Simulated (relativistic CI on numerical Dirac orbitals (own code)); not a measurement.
# Energy levels of Sc5+

Calculated at this level of theory: Dirac-Coulomb-Breit CI, separate exchange-only KLI orbitals for each configuration, QED by a radiative potential, valence Slater integrals scaled by 0.85, P86 correlation estimate, and configurations built on the next ion tied to the tabulated ionisation energy (semi-empirical) (own radial code, finite nucleus).

Configuration list (outside the closed core [Ne]): 3s²3p⁴, 3s²3p³3d, 3s²3p³4s, 3s²3p³4p, 3s²3p³4d, 3s²3p³5s, 3s²3p³4f, 3s3p⁵, 3p⁶, 3s²3p²3d², 3s3p⁴3d, 3p⁴3d², 3p⁵3d, 3s3p³3d², 3s3p⁴4s, 3s²3p³5p, 3s²3p³5d, 3s3p⁴4p, 3s²3p³5f, 3s²3p³5g, 3s²3p²3d4s, 3s3p⁴4d, 3s²3p²3d4p, 3s3p⁴4f. Levels of other configurations are missing.

The lowest level is 3s²3p⁴ ³P2, with 96 % of that term; Hund's rules for 3s²3p⁴ give ³P with J = 2, in agreement.

```tsv
No.	Configuration	Term	J	E (cm⁻¹)	%	Next component (%)	Landé g
1	3s²3p⁴	³P	2	0	96	1 3s3p⁴3d ³P	1.495
2	3s²3p⁴	³P	1	3340	97	2 3s3p⁴3d ³P	1.501
3	3s²3p⁴	³P	0	4412	96	1 3s3p⁴3d ³P	
4	3s²3p⁴	¹D	2	20396	96	2 3s3p⁴3d ¹D	1.005
5	3s²3p⁴	¹S	0	45810	94	2 3s²3p²3d² ¹S	
6	3s3p⁵‡	³P°	2	179634	77	21 3s²3p³3d ³P°	1.501
7	3s3p⁵‡	³P°	1	182450	76	21 3s²3p³3d ³P°	1.499
8	3s3p⁵‡	³P°	0	184023	76	21 3s²3p³3d ³P°	
9	3s3p⁵‡	¹P°	1	222978	49	49 3s²3p³3d ¹P°	1.001
10	3s²3p³3d	⁵D°	0	226969	98	2 3s3p³3d² ⁵D°	
11	3s²3p³3d	⁵D°	1	226992	98	2 3s3p³3d² ⁵D°	1.500
12	3s²3p³3d	⁵D°	2	227034	98	2 3s3p³3d² ⁵D°	1.500
13	3s²3p³3d	⁵D°	3	227100	97	2 3s3p³3d² ⁵D°	1.500
14	3s²3p³3d	⁵D°	4	227225	98	2 3s3p³3d² ⁵D°	1.500
15	3s²3p³3d	³D°	2	244343	95	2 3s3p³3d² ³D°	1.159
16	3s²3p³3d	³D°	3	244449	96	2 3s3p³3d² ³D°	1.331
17	3s²3p³3d	³D°	1	244859	98	2 3s3p³3d² ³D°	0.500
18	3s²3p³3d	¹S°	0	250950	97	3 3s3p³3d² ¹S°	
19	3s²3p³3d	³F°	2	252076	96	2 ³D°	0.675
20	3s²3p³3d	³F°	3	253038	96	2 3s3p³3d² ³F°	1.085
21	3s²3p³3d	³F°	4	254222	97	2 3s3p³3d² ³F°	1.249
22	3s²3p³3d	³G°	3	267969	97	2 3s3p³3d² ³G°	0.754
23	3s²3p³3d	³G°	4	268193	97	2 ³F°	1.053
24	3s²3p³3d	³G°	5	268536	98	2 3s3p³3d² ³G°	1.200
25	3s²3p³3d	¹G°	4	273785	96	2 ³F°	1.005
26	3s²3p³3d	¹D°	2	277605	96	1 3s3p³3d² ¹D°	1.001
27	3s²3p³3d	³D°	1	288705	97	2 3s3p³3d² ³D°	0.500
28	3s²3p³3d	³P°	0	288896	97	2 3s3p³3d² ³P°	
29	3s²3p³3d	³F°	4	289406	95	2 ¹G°	1.244
30	3s²3p³3d	³F°	3	289727	95	1 ³D°	1.084
31	3s²3p³3d	³P°	1	289919	97	2 3s3p³3d² ³P°	1.500
32	3s²3p³3d	³F°	2	290081	63	34 ³D°	0.844
33	3s²3p³3d	³D°	2	290839	63	34 ³F°	0.992
34	3s²3p³3d	³P°	2	292483	96	1 3s3p³3d² ³P°	1.495
35	3s²3p³3d	³D°	3	293120	95	2 3s3p³3d² ³D°	1.327
36	3s²3p³3d	¹F°	3	311477	96	2 3s3p³3d² ¹F°	1.003
37	3s²3p³3d	³S°	1	325482	88	8 ³P°	1.941
38	3s²3p³3d	³P°	2	325822	76	20 3s3p⁵ ³P°	1.500
39	3s²3p³3d	³P°	1	327753	52	13 3s3p⁵ ³P°	1.445
40	3s²3p³3d	³P°	0	329389	76	20 3s3p⁵ ³P°	
41	3s²3p³3d	¹P°	1	330612	41	34 3s3p⁵ ¹P°	1.113
42	3s²3p³3d	³D°	3	338876	96	2 3s3p³3d² ³D°	1.331
43	3s²3p³3d	³D°	2	341175	96	2 3s3p³3d² ³D°	1.165
44	3s²3p³3d	³D°	1	342674	96	2 3s3p³3d² ³D°	0.502
45	3s²3p³3d	¹D°	2	353013	97	1 ³D°	1.002
46	3s²3p³3d	¹F°	3	361941	96	2 3s3p³3d² ¹F°	1.002
47	3s²3p³3d	¹P°	1	381938	93	3 3s3p⁵ ¹P°	0.999
48	3p⁶‡	¹S	0	403868	54	38 3s3p⁴3d ¹S	
49	3s3p⁴3d‡	⁵D	4	412725	90	9 3s²3p²3d² ⁵D	1.500
50	3s3p⁴3d‡	⁵D	3	413012	90	9 3s²3p²3d² ⁵D	1.500
51	3s3p⁴3d‡	⁵D	2	413348	90	9 3s²3p²3d² ⁵D	1.500
52	3s3p⁴3d‡	⁵D	1	413635	90	9 3s²3p²3d² ⁵D	1.500
53	3s3p⁴3d‡	⁵D	0	413800	90	9 3s²3p²3d² ⁵D	
54	3s²3p³4s	⁵S°	2	439408	99	1 3s3p⁴4p ⁵S°	2.000
55	3s3p⁴3d‡	⁵F	5	440500	93	6 3s²3p²3d² ⁵F	1.400
56	3s3p⁴3d‡	⁵F	4	441655	93	6 3s²3p²3d² ⁵F	1.350
57	3s3p⁴3d‡	⁵F	3	442518	92	7 3s²3p²3d² ⁵F	1.250
58	3s3p⁴3d‡	⁵F	2	443131	92	7 3s²3p²3d² ⁵F	1.000
59	3s3p⁴3d‡	⁵F	1	443524	92	7 3s²3p²3d² ⁵F	-0.001
60	3s3p⁴3d‡	⁵P	1	444688	88	10 3s²3p²3d² ⁵P	2.492
61	3s3p⁴3d‡	⁵P	2	445526	88	10 3s²3p²3d² ⁵P	1.829
62	3s3p⁴3d‡	⁵P	3	446914	89	10 3s²3p²3d² ⁵P	1.667
63	3s²3p³4s	³S°	1	450747	98	1 3s²3p²3d4p ³S°	1.997
64	3s3p⁴3d‡	³P	0	451428	84	15 3s²3p²3d² ³P	
65	3s3p⁴3d‡	³P	1	452294	83	15 3s²3p²3d² ³P	1.510
66	3s3p⁴3d‡	³P	2	454043	82	15 3s²3p²3d² ³P	1.505
67	3s3p⁴3d‡	³D	1	463959	84	15 3s²3p²3d² ³D	0.500
68	3s3p⁴3d‡	³D	2	464749	83	15 3s²3p²3d² ³D	1.162
69	3s3p⁴3d‡	³D	3	465858	77	14 3s²3p²3d² ³D	1.313
70	3s3p⁴3d‡	³F	4	466062	87	11 3s²3p²3d² ³F	1.249
```

Energies count from the lowest computed level; ° marks odd parity. ‡ marks configurations that were not tied to measured data.

The mean weight of the leading LS term, summed over parents, in these 70 levels is 89 %, and that of the leading jj configuration (from the same eigenvectors) 47 %, so LS coupling describes them better.

Configurations that consist of the next ion and one excited electron were tied to the tabulated ionisation energy; Rydberg ones are usually within 1,000 to 3,000 cm⁻¹ and the lowest ones within about 6,000 (9,000 in d shells), while levels on excited terms of the next ion carry the error of that term, and the other configurations can be misplaced by 10,000 cm⁻¹ or more. Rates follow the energies as ν³ (E1, M1) or ν⁵ (E2), so rates, branching and lifetimes can be off by large factors. 24 of the 31 excited levels that our extract of the measured tables holds in this range could be paired (the sources list more); they are missed by 3351 cm⁻¹ on average and 13799 at most, and levels without a partner can miss by more.

Landé's interval rule says that E(J) − E(J−1) = AJ with one A. For the ground term the intervals give A = -1072.7, -1669.9 cm⁻¹ for J = 1, 2; the multiplet is inverted.

LS names give the leading component of a level, which can be under half, so a name can repeat, a term be missing and a line seem to break the LS rules.
